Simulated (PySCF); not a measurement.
A structure optimised at B3LYP-D3(BJ)/def2-SVP, used in a PySCF frequency run:

```xyz
3

Al     0.0000     0.0000     1.1173
I      0.0000    -2.1812    -0.1370
I      0.0000     2.1812    -0.1370
```
Charge 0, spin multiplicity 2.

Task: Write its SMILES, formula and point group.

Result: [I][Al][I], AlI2, C2v

Task: What are its rotational constants (standard atomic weights)?

Result: 13.171, 0.41851, 0.40562 GHz
